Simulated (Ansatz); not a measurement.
A nudged elastic band was laid between two geometries of ClH3Si + FH + H2O (10 atoms, charge 0, multiplicity 1).

The calculation used RKS BLYP/def2-SVP in Ansatz 0.2.0.

```
movable images  : 9
climbing image  : yes
spring          : 5.0 eV/Å²
optimiser       : quadratic models (default)
start path      : through a guess of the saddle point
force threshold : 0.05 eV/Å
iteration limit : 60
end points      : relaxed
```

Image 0:

```xyz
10
Properties=species:S:1:pos:R:3
Si -1.567 0.756 0.450
Cl -0.058 1.703 -0.728
H -2.014 -0.481 -0.244
H -1.044 0.545 1.826
H -2.684 1.755 0.473
H 1.090 -1.308 0.306
F 0.270 -1.556 0.767
H 1.762 0.242 -0.691
O 2.206 -0.638 -0.636
H 2.041 -1.019 -1.523
```

Image 10:

```xyz
10
Properties=species:S:1:pos:R:3
Si -1.681 0.063 0.685
Cl 1.174 2.069 -0.462
H -2.853 -0.719 1.192
H -1.096 0.891 1.777
H -2.073 0.861 -0.512
H 1.246 -1.110 -0.225
F -0.555 -1.076 0.217
H 1.722 0.835 -0.513
O 2.108 -0.811 -0.602
H 2.008 -1.002 -1.558
```

Question: Which bonds break or form, and what moves?

Answer: Bonds broken: Si1–Cl2, H6–F7, H8–O9. Bonds formed: Si1–F7, Cl2–H8, H6–O9. ClH3Si + FH + H2O becomes ClH + FH3Si + H2O.

Question: Give the energies along the band, and the barrier.

Answer: It converged. The highest image is number 5 of 0 to 10, 63.6 kJ/mol above the first end and 97.0 kJ/mol above the last; the last end lies 33.4 kJ/mol below the first. A vibrational analysis at the climbing image gives one clearly imaginary mode, 330i cm⁻¹: a first-order saddle point. The orbitals stay closed-shell, which can raise the energy where a bond breaks towards radicals; this wasn't checked here.

```json
{"image": "0", "path coordinate (Å)": "0.00", "energy (kJ/mol)": "0.0", "Si1–Cl2 (Å)": "2.14", "H6–F7 (Å)": "0.97", "H8–O9 (Å)": "0.99"}
{"image": "1", "path coordinate (Å)": "0.41", "energy (kJ/mol)": "0.1", "Si1–Cl2 (Å)": "2.14", "H6–F7 (Å)": "0.97", "H8–O9 (Å)": "0.99"}
{"image": "2", "path coordinate (Å)": "0.83", "energy (kJ/mol)": "3.4", "Si1–Cl2 (Å)": "2.14", "H6–F7 (Å)": "0.98", "H8–O9 (Å)": "0.99"}
{"image": "3", "path coordinate (Å)": "1.24", "energy (kJ/mol)": "18.7", "Si1–Cl2 (Å)": "2.17", "H6–F7 (Å)": "0.99", "H8–O9 (Å)": "0.99"}
{"image": "4", "path coordinate (Å)": "1.66", "energy (kJ/mol)": "45.2", "Si1–Cl2 (Å)": "2.26", "H6–F7 (Å)": "1.06", "H8–O9 (Å)": "1.01"}
{"image": "5", "path coordinate (Å)": "2.07", "energy (kJ/mol)": "63.6", "Si1–Cl2 (Å)": "2.45", "H6–F7 (Å)": "1.27", "H8–O9 (Å)": "1.07"}
{"image": "6", "path coordinate (Å)": "2.58", "energy (kJ/mol)": "35.5", "Si1–Cl2 (Å)": "2.81", "H6–F7 (Å)": "1.53", "H8–O9 (Å)": "1.33"}
{"image": "7", "path coordinate (Å)": "3.08", "energy (kJ/mol)": "-10.7", "Si1–Cl2 (Å)": "3.20", "H6–F7 (Å)": "1.72", "H8–O9 (Å)": "1.56"}
{"image": "8", "path coordinate (Å)": "3.59", "energy (kJ/mol)": "-29.3", "Si1–Cl2 (Å)": "3.57", "H6–F7 (Å)": "1.84", "H8–O9 (Å)": "1.68"}
{"image": "9", "path coordinate (Å)": "4.09", "energy (kJ/mol)": "-32.7", "Si1–Cl2 (Å)": "3.67", "H6–F7 (Å)": "1.86", "H8–O9 (Å)": "1.70"}
{"image": "10", "path coordinate (Å)": "4.60", "energy (kJ/mol)": "-33.4", "Si1–Cl2 (Å)": "3.67", "H6–F7 (Å)": "1.86", "H8–O9 (Å)": "1.69"}
```

Question: What is the geometry of the highest image?

Answer: 
```xyz
10
Properties=species:S:1:pos:R:3
Si -1.391 0.338 0.528
Cl 0.291 1.576 -0.753
H -2.448 -0.720 0.330
H -0.974 0.510 1.954
H -2.188 1.563 0.155
H 1.026 -0.967 -0.076
F -0.212 -1.067 0.171
H 1.673 0.371 -0.589
O 2.046 -0.615 -0.410
H 2.176 -0.989 -1.309
```

Question: What are the harmonic wavenumbers there?

Answer: 330i, 58, 144, 256, 306, 382, 412, 489, 538, 678, 708, 805, 892, 959, 1095, 1329, 1484, 1609, 1734, 2090, 2118, 2183, 2441, 3638 cm⁻¹.

Time of the run: 2.3 min on 2 threads of Intel(R) Xeon(R) Platinum 8488C (Sapphire Rapids), with other jobs on the host, peak memory 0.15 GiB.
